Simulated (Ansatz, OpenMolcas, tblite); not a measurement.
# From O to Se: the dipole moment

One atom is swapped for its congeners: OF (Oxygen monofluoride); SF (Monosulfur monofluoride); SeF (Selenium monofluoride). All are doublets with charge 0.

Shapes, held fixed at every level: PBE0-D4/def2-TZVP. Programs: Ansatz 0.2.0, OpenMolcas 26.06, tblite 0.8.0. Values in D.

```
                             level    OF   SeF
                          GFN2-xTB  0.51  1.53
                 PBE-D4/def2-TZVPP  0.26  1.23
              r2SCAN-D4/def2-TZVPP  0.12  1.29
B3LYP/6-31G* (Cartesian functions)  0.16  1.36
               B3LYP-D4/def2-TZVPP  0.09  1.46
                wB97M-V/def2-TZVPP  0.06  1.52
```

Problem. Estimate the column for SF from its neighbours.

Solution. The mean of the neighbours at wB97M-V/def2-TZVPP is 0.79 D, against 0.85 from the run. All rows: GFN2-xTB 0.83; PBE-D4/def2-TZVPP 0.61; r2SCAN-D4/def2-TZVPP 0.67; B3LYP/6-31G* (Cartesian functions) 0.78; B3LYP-D4/def2-TZVPP 0.83; wB97M-V/def2-TZVPP 0.85 D. At wB97M-V/def2-TZVPP the dipole moment rises at every step, from 0.06 to 1.52 D. Every level shows the same order. Open shells run unrestricted unless RO is named. Relativity is left out for Se unless named. Magnitudes only: a dipole under 1 D may point either way.
